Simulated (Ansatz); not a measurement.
C3H5FSi can be A, `FC1C=C1[SiH3]`, or B, `FC1C=C[SiH2]1`.

Gas-phase electronic energies from Ansatz, PBE0-D4/def2-TZVP geometries. CCSD(T)/CBS adds triple-zeta CCSD(T) − MP2 to the extrapolated MP2 energy (def2 sets, frozen cores). DFT in def2-TZVPP. B3LYP here is the variant with VWN-RPA as its local correlation; programs differ in this.

(1) Which isomer does CCSD(T)/CBS put lower? Give the gap. (Best estimate.)

(2) Give E(B) − E(A) in kJ/mol with r2SCAN-D4, MP2/def2-TZVPP, CCSD(T)/def2-TZVPP, PBE0-D4, B3LYP-D4, PBE-D4, HF/def2-TZVPP. (Best estimate.)

Largest T1 diagnostic: 0.012.

## Answers

(1) Computed: B, by 94.4 kJ/mol.

(2) The calculation gave: r2SCAN-D4 -85.9, MP2/def2-TZVPP -88.0, CCSD(T)/def2-TZVPP -93.5, PBE0-D4 -91.1, B3LYP-D4 -86.6, PBE-D4 -87.5, HF/def2-TZVPP -86.4. None reverses the order clearly.

From PBE to PBE0 (25 % exact exchange), in def2-TZVPP and without D4, E(B) − E(A) moves by −4.0 kJ/mol.
